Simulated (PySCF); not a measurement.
A structure optimised at PBE0-D3(BJ)/def2-SVP, used in a PySCF frequency run:

```xyz
7

Ir    -0.0092     0.0020     0.0000
O     -0.0862     0.9061     1.5966
H      0.8169     1.0957     1.9060
O      0.1496    -1.8285     0.0000
H     -0.7452    -2.2128     0.0000
O     -0.0862     0.9061    -1.5966
H      0.8169     1.0957    -1.9060
```
Charge 0, spin multiplicity 1.

Write its SMILES, formula and point group.

[OH][Ir]([OH])[OH], H₃IrO₃, Cs

What are its rotational constants (standard atomic weights)?

5.6384, 5.5375, 2.8690 GHz
